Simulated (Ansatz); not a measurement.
`[CH3][GaH][SnH3]` + H₂ → `[GaH2][SnH3]` + CH₄  (hydrogenolysis of a Ga–C bond)

Calculated with Ansatz (gas phase, PBE0-D4/def2-TZVP geometries, no zero-point term in ΔE). CCSD(T)/CBS is the MP2 limit (def2-TZVPP, def2-QZVPP) plus CCSD(T) − MP2 in def2-TZVPP, frozen cores. This one scheme is used for every species. Functionals use def2-TZVPP. Elements past krypton have def2 core potentials. For Ga, Sn outer-core shells are correlated without core-valence functions, which leaves a few kJ/mol of doubt a bond. Scalar relativity is left out up to krypton.

`[CH3][GaH][SnH3]`:

Z-matrix (Å, degrees):
```
C
Ga 1 1.969
H 1 1.091 2 112.2
H 1 1.092 2 111.6 3 -123.4
H 1 1.096 2 108.2 3 118.6
Sn 2 2.625 1 121.4 3 -26.9
H 2 1.578 1 120.0 3 154.7
H 6 1.713 2 113.3 1 6.6
H 6 1.713 2 112.2 1 127.4
H 6 1.714 2 111.7 1 -113.6
```

H₂:

Cartesian coordinates in Å:
```
H -0.220 0.118 0.277
H 0.220 -0.118 -0.277
```

`[GaH2][SnH3]`:

Cartesian coordinates in Å:
```
Ga -0.717 -1.361 -0.113
Sn 0.520 0.938 0.084
H -1.496 -1.725 -1.430
H -0.712 -2.389 1.077
H 1.671 0.985 1.349
H 1.338 1.358 -1.359
H -0.604 2.194 0.392
```

CH₄:

Z-matrix (Å, degrees):
```
C
H 1 1.090
H 1 1.090 2 109.5
H 1 1.090 2 109.5 3 -120.0
H 1 1.090 2 109.5 3 120.0
```

| species | PBE0 energy (Eh) |
| --- | --- |
| `[CH3][GaH][SnH3]` | -2181.16380 |
| H₂ | -1.16849 |
| `[GaH2][SnH3]` | -2141.87142 |
| CH₄ | -40.47541 |

Work out ΔE.

ΔE = (-2141.87142) + (-40.47541) − (-2181.16380) − (-1.16849) = -0.01454 Eh = -9.1 kcal/mol. CCSD(T)/CBS gives -6.6 kcal/mol.

Largest T1 diagnostic among the species: 0.014.

At CCSD(T), def2-SVP lies −4.1 kcal/mol from the extrapolated value and def2-TZVPP −0.9 kcal/mol. Leaving LDA and LC-ωPBE aside and taking each functional with its dispersion term where it has one, the values, not all of them listed here, spread over 4.8 kcal/mol, from B97M-V to revPBE-D4. In def2-TZVPP, CCSD(T) changes the Hartree–Fock value by +6.5 kcal/mol (the triples alone add +1.1 kcal/mol) and MP2 by +8.1 kcal/mol.
